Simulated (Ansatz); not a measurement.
`[CH3][GeH2][CH2]N` → `[CH2]` (triplet) + `N[CH2][GeH3]`  (formal loss of a carbene)

Calculated with Ansatz (gas phase, PBE0-D4/def2-TZVP geometries, no zero-point term in ΔE). CCSD(T)/CBS adds triple-zeta CCSD(T) − MP2 to the extrapolated MP2 energy (def2 sets, frozen cores). This one scheme is used for every species. DFT in def2-TZVPP. B3LYP here is the variant with VWN-RPA as its local correlation; programs differ in this. Triplets are unrestricted, without spin–orbit coupling. For Ge outer-core shells are correlated without core-valence functions, which leaves a few kJ/mol of doubt a bond. Scalar relativity is left out up to krypton. Each species was taken in one conformer, which may not be the lowest.

CCSD(T)/CBS gives +111.5 kcal/mol.

Question: Another level gave +113.2 kcal/mol. Which?
A. CCSD(T)/def2-TZVPP
B. r2SCAN-D4/def2-TZVPP
C. B3LYP/def2-TZVPP
D. ωB97X-V/def2-TZVPP

Answer: D. ωB97X-V 113.2, B3LYP 106.6, r2SCAN-D4 105.6, CCSD(T)/def2-TZVPP 109.0 kcal/mol.

Largest T1 diagnostic among the species: 0.011.

From PBE to PBE0 (25 % exact exchange), in def2-TZVPP and without D4, ΔE moves by −1.7 kcal/mol. In def2-TZVPP, CCSD(T) changes the Hartree–Fock value by +33.8 kcal/mol (the triples alone add +2.7 kcal/mol) and MP2 by +37.6 kcal/mol.
